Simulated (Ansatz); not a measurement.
Ideal-gas functions of Mo₂ (`[Mo][Mo]`) at 800 K and 1 bar, from an Ansatz frequency run at PBE0-D4/def2-TZVP.

Molar mass 191.88 g/mol, point group D∞h (symmetry number 2), electronic degeneracy 1, moments of inertia 170.841 u Å². Harmonic wavenumbers (cm⁻¹, unscaled): 605.

Use S(trans) = R[1.5 ln M + 2.5 ln T − 1.1517]; rotational temperatures θ = 24.2544 K / I; S(rot) = R[ln(T/σθ) + 1]; for each mode x = 1.438777 ν̃/T, S = R[x/(eˣ − 1) − ln(1 − e⁻ˣ)] and H = RT x/(eˣ − 1); 1 cm⁻¹ = 0.0119627 kJ/mol; R = 8.31446 J/(mol·K).

By hand: the entropy, in J/(mol·K).

Translation 194.9. Rotation: θ = 0.142 K, giving 74.4. Vibration, mode by mode: 8.01, in all 8.0. Electronic 0.0. Sum 277.3 J/(mol·K).

By hand: H − E and G − E in kJ/mol, counted from the electronic energy.

Zero-point energy ½ × 605 × 0.0119627 = 3.6; thermal vibration 3.7; translation, rotation and pV give 3.5 RT = 23.3. H − E = 30.6 kJ/mol, and G − E = 30.6 − 800 × 277.3/1000 = -191.2 kJ/mol.

Vibration gives 3 % of the entropy.
